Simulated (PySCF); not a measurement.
octafluoropropane (C₃F₈), SMILES FC(F)(C(F)(F)C(F)(F)F)F.

Geometry optimised at PBE0-D3(BJ)/def2-SVP.

Calculation: PBE/def2-SVP run with PySCF.

Symmetry labels are those of the subgroup C2v that the program uses (full group C2v).

Computed valence orbital energies around the gap with their symmetry:
| orbital | symmetry | energy (eV) |
|---|---|---|
| HOMO−7 | A1 | -10.91 |
| HOMO−6 | B1 | -10.46 |
| HOMO−5 | A2 | -10.38 |
| HOMO−4 | B2 | -10.32 |
| HOMO−3 | B2 | -10.07 |
| HOMO−2 | A1 | -10.05 |
| HOMO−1 | A2 | -10.00 |
| HOMO | B1 | -8.57 |
| LUMO | B2 | 0.52 |
| LUMO+1 | A1 | 0.57 |
| LUMO+2 | B1 | 3.15 |
| LUMO+3 | A2 | 3.21 |
